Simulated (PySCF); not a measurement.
## K⁺ (potassium, charge +1) across methods

[Ar], closed-shell 1S. All numbers are calculated (PySCF 2.14, scalar relativity by spin-free X2C-1e, in aug-cc-pVDZ-X2C (6s5p3d, 36 functions)).

```tsv
method	E (hartree)	mean ε 2p (eV)	mean ε 3s (eV)	mean ε 3p (eV)	Σ⟨r²⟩ (bohr²)	⟨S²⟩
LC-wPBE	-601.925	-292.44	-47.926	-30.159	19.53	0.000
r2SCAN	-602.028	-290.21	-43.028	-25.649	19.48	0.000
HSE06	-601.914	-294.65	-44.641	-26.676	19.51	0.000
LDA	-600.300	-286.25	-41.548	-25.118	19.58	0.000
MN15	-602.213	-292.16	-45.282	-28.240	19.46	0.000
UHF	-601.30931	-319.68	-53.839	-31.877	19.51	0.000
PBEsol	-601.041	-286.09	-41.543	-24.999	19.56	0.000
PBE	-601.846	-286.58	-41.700	-25.091	19.56	0.000
```

Estimate the same row for PBE0.

E (hartree) = -601.893; mean ε 2p (eV) = -295.19; mean ε 3s (eV) = -45.069; mean ε 3p (eV) = -27.102; Σ⟨r²⟩ (bohr²) = 19.51; ⟨S²⟩ = 0.000.
